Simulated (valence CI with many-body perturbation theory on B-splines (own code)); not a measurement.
Values are calculated unless marked as measured or tabulated.
**Hyperfine factors and g values of Sm⁴⁰⁺**

Level of theory: configuration interaction combined with many-body perturbation theory (CI+MBPT): four valence electrons over a frozen Dirac-Fock core [Ar], a basis of 9 s, 9 p, 10 d, 8 f, 5 g, 3 h, 1 i functions for each j, with the one-electron correlation potential Σ1 (screened to all orders), the two-electron term Σ2, the three-electron term Σ3, Breit, model QED; selected single and double excitations, second order for the rest (own B-spline code, finite nucleus).

The last digits are not significant, and no measured levels were compared; by estimate large intervals hold to a few tenths of a per cent, small ones and those within an open d or f shell to about a per cent. Only levels of the ground parity were solved; by the run's estimate the other parity begins above the list, which can be wrong where configurations are misplaced.

A/g_I is the dipole constant over the nuclear g factor μ/I (μ in nuclear magnetons, uniformly magnetised nucleus), B/Q the quadrupole constant per barn. Both hold the static response of the core; the bare values leave it out. Large factors of s and p1/2 electrons are usually good to 5 to 10 %; those of open d and f shells near neutrality can be off by tens of per cent, and small factors of p3/2, d and f electrons come from cancelling terms and can be off by a factor of two or in sign, in half-filled shells by more. B is blank for J = 1/2, where it vanishes, and for nearly pure S terms. Energies count from the lowest level. Levels with J = 0 are left out.

Levels are named by their leading jj configuration (3d3/2^4 stands for four electrons in 3d with j = 3/2), which in mixed levels can hold well under half, so a name can repeat and another be missing. Letters in brackets count levels of one name in rising energy.

```csv
Level,E (eV),g,A/g_I (MHz),A/g_I bare,B/Q (MHz/b),B/Q bare
(3d3/2^3 3d5/2) J=1,24.05,1.493,-2550,-1620,10900,11100
(3d3/2^3 3d5/2) J=4,33.90,1.094,32100,32300,1070,1030
(3d3/2^3 3d5/2) J=2,33.98,1.287,18600,19100,21100,21400
(3d3/2^3 3d5/2) J=3,37.28,1.191,27200,27600,14400,14600
(3d3/2^2 3d5/2^2) J=4 [a],57.55,1.153,26100,26400,-11900,-12100
(3d3/2^2 3d5/2^2) J=2 [a],57.67,1.142,15300,15700,20100,20400
(3d3/2^2 3d5/2^2) J=3 [a],59.36,1.116,23600,23900,4550,4610
(3d3/2^2 3d5/2^2) J=5,62.76,1.078,29800,30000,27000,27400
(3d3/2^2 3d5/2^2) J=6,65.15,1.080,31500,31700,32400,32800
(3d3/2^2 3d5/2^2) J=1,65.36,1.156,32100,32400,2190,2200
(3d3/2^2 3d5/2^2) J=4 [b],68.99,1.028,34000,34100,-10900,-11000
(3d3/2^2 3d5/2^2) J=3 [b],69.49,1.108,32600,32800,9490,9630
(3d3/2^2 3d5/2^2) J=2 [b],70.25,1.108,29400,29700,9720,9860
(3d3/2^2 3d5/2^2) J=2 [c],79.78,1.003,40900,41000,-2280,-2330
(3d3/2^2 3d5/2^2) J=4 [c],82.64,1.220,22300,22700,41400,42000
(3d3/2 3d5/2^3) J=3 [a],90.82,1.145,19100,19500,1490,1530
(3d3/2 3d5/2^3) J=4 [a],91.26,1.113,23500,23800,-11700,-11900
(3d3/2^2 3d5/2^2) J=2 [d],92.37,1.227,25600,26000,-10600,-10800
(3d3/2 3d5/2^3) J=1 [a],94.84,0.892,32400,32300,13800,14000
(3d3/2 3d5/2^3) J=5,94.99,1.140,25800,26100,-17800,-18100
(3d3/2 3d5/2^3) J=6,95.89,1.072,29600,29800,36700,37300
(3d3/2 3d5/2^3) J=2 [a],102.05,1.040,33300,33400,26500,26900
(3d3/2 3d5/2^3) J=3 [b],103.53,1.089,28600,28800,11800,12000
(3d3/2 3d5/2^3) J=3 [c],114.80,1.058,31900,32100,41700,42300
(3d3/2 3d5/2^3) J=1 [b],115.32,1.432,6490,7300,-19400,-19700
(3d3/2 3d5/2^3) J=4 [b],115.96,1.037,32200,32400,36600,37200
(3d3/2 3d5/2^3) J=2 [b],119.02,1.097,29700,29900,-38900,-39500
(3d5/2^4) J=4,128.14,1.154,22100,22400,-36000,-36500
(3d5/2^4) J=2,138.38,1.038,24600,24700,11700,11900
```

(1) Take the isotope of mass number 149, with I = 7/2, μ = -0.6677 μN and Q = 0.075 b. What is the hyperfine structure of (3d3/2^3 3d5/2) J=2?

Answers

(1) From the table A = -3540 MHz, B = 1580 MHz. Shifts from the centre of gravity in MHz: F = 3/2: 32700, F = 5/2: 23200, F = 7/2: 10200, F = 9/2: -5850, F = 11/2: -24400.
